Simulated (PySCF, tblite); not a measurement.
C₆H₆F₄.
SMILES with atom numbers: `[F:1][C@H:2]1[CH:3]=[C:4]([CH2:5][C:6]([F:7])([F:8])[F:9])[CH2:10]1` (hydrogens: H11 on C2; H12 on C3; H13, H14 on C5; H15, H16 on C10)

Computed with GFN2-xTB (tblite), gas phase: nudged elastic band of 9 images (0 to 8), spring 0.2 eV/Å², climbing image at the end, force threshold 0.05 eV/Å. No saddle search or frequency run followed, so the top image need not be a first-order saddle, and its height can exceed the method's true barrier by a kcal/mol or more.

Path: rotation about C5–C6 (allylic carbon, CF3 carbon), followed by the dihedral C4–C5–C6–F7.

Image 0 (start, dihedral 179°):
```
atom  x, y, z in Å
F1      3.251    0.657    0.090
C2      2.013    0.686    0.677
C3      0.898    1.258   -0.160
C4      0.213    0.115   -0.166
C5     -1.116   -0.306   -0.692
C6     -2.126   -0.411    0.441
F7     -3.337   -0.778   -0.004
F8     -2.291    0.750    1.088
F9     -1.770   -1.316    1.364
C10     1.241   -0.658    0.624
H11     2.143    1.123    1.671
H12     0.747    2.235   -0.576
H13    -1.497    0.426   -1.407
H14    -1.056   -1.288   -1.166
H15     1.764   -1.426    0.059
H16     0.918   -1.058    1.583
```

Image 8 (end, 0.000 eV, dihedral -61°):
```
atom  x, y, z in Å
F1      3.289    0.404    0.060
C2      2.080    0.412    0.705
C3      0.993    1.233    0.060
C4      0.209    0.175   -0.144
C5     -1.168   -0.020   -0.679
C6     -2.145   -0.279    0.457
F7     -1.841   -1.383    1.155
F8     -3.399   -0.446    0.009
F9     -2.184    0.731    1.337
C10     1.188   -0.825    0.420
H11     2.284    0.622    1.759
H12     0.918    2.284   -0.139
H13    -1.507    0.871   -1.210
H14    -1.208   -0.884   -1.346
H15     1.622   -1.502   -0.313
H16     0.861   -1.385    1.294
```

Q: What do the inner images look like?

A: 
Image 1: +0.017 eV, dihedral -165°
```
atom  x, y, z in Å
F1      3.253    0.619    0.093
C2      2.018    0.650    0.685
C3      0.909    1.260   -0.133
C4      0.212    0.125   -0.174
C5     -1.124   -0.267   -0.703
C6     -2.120   -0.397    0.442
F7     -3.233   -1.048    0.075
F8     -2.510    0.796    0.911
F9     -1.621   -1.070    1.489
C10     1.227   -0.681    0.599
H11     2.157    1.058    1.689
H12     0.766    2.251   -0.518
H13    -1.504    0.487   -1.394
H14    -1.071   -1.234   -1.208
H15     1.741   -1.448    0.025
H16     0.893   -1.091    1.549
```

Image 2: +0.050 eV, dihedral -150°
```
atom  x, y, z in Å
F1      3.261    0.589    0.092
C2      2.029    0.617    0.690
C3      0.922    1.260   -0.107
C4      0.214    0.134   -0.174
C5     -1.130   -0.232   -0.702
C6     -2.126   -0.381    0.445
F7     -3.092   -1.269    0.167
F8     -2.741    0.774    0.734
F9     -1.558   -0.797    1.586
C10     1.224   -0.703    0.572
H11     2.175    0.995    1.705
H12     0.787    2.262   -0.464
H13    -1.504    0.542   -1.375
H14    -1.086   -1.186   -1.233
H15     1.728   -1.461   -0.024
H16     0.890   -1.134    1.513
```

Image 3: +0.079 eV, dihedral -136°
```
atom  x, y, z in Å
F1      3.267    0.558    0.092
C2      2.037    0.583    0.695
C3      0.935    1.258   -0.081
C4      0.216    0.140   -0.177
C5     -1.136   -0.196   -0.702
C6     -2.130   -0.365    0.449
F7     -2.910   -1.445    0.293
F8     -2.952    0.686    0.567
F9     -1.537   -0.507    1.643
C10     1.219   -0.725    0.546
H11     2.190    0.935    1.718
H12     0.808    2.270   -0.411
H13    -1.503    0.599   -1.354
H14    -1.105   -1.135   -1.261
H15     1.713   -1.474   -0.069
H16     0.881   -1.173    1.478
```

Image 4 (top): +0.089 eV, dihedral -120°
```
atom  x, y, z in Å
F1      3.271    0.527    0.090
C2      2.044    0.549    0.700
C3      0.947    1.254   -0.056
C4      0.217    0.146   -0.179
C5     -1.143   -0.159   -0.704
C6     -2.130   -0.349    0.452
F7     -2.695   -1.566    0.444
F8     -3.135    0.536    0.412
F9     -1.563   -0.212    1.659
C10     1.211   -0.747    0.522
H11     2.205    0.874    1.731
H12     0.828    2.276   -0.359
H13    -1.501    0.659   -1.331
H14    -1.128   -1.081   -1.289
H15     1.697   -1.486   -0.111
H16     0.869   -1.212    1.444
```

Image 5: +0.077 eV, dihedral -105°
```
atom  x, y, z in Å
F1      3.273    0.495    0.087
C2      2.050    0.515    0.704
C3      0.957    1.249   -0.030
C4      0.216    0.151   -0.177
C5     -1.150   -0.122   -0.704
C6     -2.129   -0.333    0.453
F7     -2.463   -1.622    0.611
F8     -3.277    0.337    0.276
F9     -1.640    0.072    1.634
C10     1.203   -0.768    0.498
H11     2.220    0.814    1.741
H12     0.847    2.279   -0.307
H13    -1.500    0.719   -1.304
H14    -1.153   -1.029   -1.314
H15     1.679   -1.496   -0.154
H16     0.859   -1.252    1.410
```

Image 6: +0.048 eV, dihedral -91°
```
atom  x, y, z in Å
F1      3.276    0.464    0.083
C2      2.056    0.481    0.707
C3      0.966    1.243   -0.002
C4      0.213    0.157   -0.172
C5     -1.157   -0.087   -0.702
C6     -2.128   -0.315    0.454
F7     -2.228   -1.611    0.785
F8     -3.369    0.101    0.165
F9     -1.765    0.331    1.571
C10     1.195   -0.788    0.474
H11     2.235    0.753    1.750
H12     0.867    2.281   -0.253
H13    -1.502    0.774   -1.276
H14    -1.176   -0.978   -1.334
H15     1.660   -1.504   -0.199
H16     0.852   -1.293    1.375
```

Image 7: +0.016 eV, dihedral -76°
```
atom  x, y, z in Å
F1      3.278    0.433    0.077
C2      2.062    0.447    0.709
C3      0.976    1.238    0.027
C4      0.210    0.164   -0.165
C5     -1.164   -0.053   -0.699
C6     -2.128   -0.297    0.454
F7     -2.006   -1.532    0.965
F8     -3.409   -0.163    0.084
F9     -1.935    0.554    1.472
C10     1.186   -0.807    0.449
H11     2.252    0.689    1.757
H12     0.887    2.283   -0.198
H13    -1.506    0.826   -1.247
H14    -1.196   -0.929   -1.350
H15     1.639   -1.509   -0.247
H16     0.845   -1.335    1.338
```

The largest changes of bonds and angles from start to top: C5–C6 1.521 → 1.532 Å, C6–C5–H13 107.6 → 108.4°, C6–C5–H14 107.3 → 108.0°, C5–C6–F9 112.6 → 113.2°. GFN2-xTB torsional profiles can miss by a kcal/mol or more and can put conformers in the wrong order.

Q: What do single points at PBE0/pcSseg-1 (PySCF, no dispersion term) give on some images?

A: 
```csv
image,GFN2-xTB E (eV),DFT E (eV),HOMO (eV),LUMO (eV),dipole (D)
0,0.000,0.000,-7.93,-0.45,0.95
2,0.050,0.084,-7.94,-0.42,0.95
4,0.089,0.160,-7.92,-0.39,0.95
6,0.048,0.090,-7.91,-0.41,0.98
8,0.000,0.000,-7.93,-0.45,0.94
```

Energies count from image 0 at each level. At the GFN2-xTB top the DFT energy is 3.7 kcal/mol against 2.1; the geometries weren't optimised at the DFT level.

What follows is the cost of the whole band run. Rough CPU time on one thread of a shared machine: about 8 s.
